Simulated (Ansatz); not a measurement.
Ansatz (an electronic-structure program) input (HSE06/def2-TZVPD):

Ansatz 0.2 input:
```yaml
crystal:
  periodic: [false, false, false]
  atoms:
    - {symbol: O, position_ang: [-1.70661122, 0.00559744, -0.04848578]}
    - {symbol: C, position_ang: [-0.62544763, -0.50963170, 0.24798148]}
    - {symbol: C, position_ang: [0.73169644, 0.18445807, -0.07625975]}
    - {symbol: O, position_ang: [1.85185944, 0.12879404, -0.01743342]}
    - {symbol: H, position_ang: [-1.79947861, 0.87590996, -0.50297673]}
basis:
  gaussian:
    orbitals: def2-TZVPD
hamiltonian:
  xc: {name: HSE06}
total_charge: 1
output: {forces: true}
```

End of the output:

```
integrals: 0.06 GiB planned
767 factors; their error is unknown
integrals: 0.10 GiB planned
70 factors; integrals over basis functions are off by at most 1.9e-5 eV
mean field: 0.61 GiB planned
mean field evaluation 1: about -6157.8198 eV, gradient 7.9e1 eV
mean field evaluation 2: about -6125.1133 eV, gradient 1.5e2 eV
mean field evaluation 4: about -6166.9033 eV, gradient 1.3e1 eV
mean field evaluation 8: about -6167.1807 eV, gradient 1.1e-1 eV
mean field evaluation 16: about -6167.1990 eV, gradient 2.4e-4 eV
mean field -6167.19903892 eV, -226.6403844027 hartree, gradient 2.1e-5 eV, S^2 0.000000; 0 other end points of the search recorded, 0 dependent functions left out
the calculation of the forces begins
reference -6167.19907478 eV, -226.6403857205 hartree; 14, 14 occupied and 149, 149 virtual orbitals, 767 factors
Total energy: -6167.19907478 eV, -226.6403857205 hartree
Atom 0 at    -1.706611     0.005597    -0.048486 Å, force     0.127196     0.000015     0.003389 eV/Å
Atom 1 at    -0.625448    -0.509632     0.247981 Å, force    -0.028320     0.174155    -0.091207 eV/Å
Atom 2 at     0.731696     0.184458    -0.076260 Å, force     0.104292    -0.095264     0.052262 eV/Å
Atom 3 at     1.851859     0.128794    -0.017433 Å, force    -0.257349     0.023377    -0.019014 eV/Å
Atom 4 at    -1.799479     0.875910    -0.502977 Å, force     0.054181    -0.102283     0.054569 eV/Å
Dipole moment:    -0.418649     0.449769    -0.244776 e Å
```

It need not be the lowest isomer of its formula.
